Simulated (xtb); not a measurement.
sulfur difluoride (F₂S), singlet, from a rough starting geometry.

xtb was given this input:
```
$ xtb mol.xyz --gfn 2 --opt vtight --json

# file mol.xyz
3

F     -1.23914021    -0.37164560     0.03553645
S     -0.03030177     0.66781183     0.03244071
F      1.23673397    -0.36542973     0.05350710
```

### Question
Give the HOMO-LUMO gap at the level GFN2-xTB (xtb).

### Answer
2.49 eV

### Question
What is the computed dipole moment (GFN2-xTB)?

### Answer
1.78 D

### Question
Estimate the total energy at the end of the optimisation that GFN2-xTB returns for this input.

### Answer
-12.686631 Ha
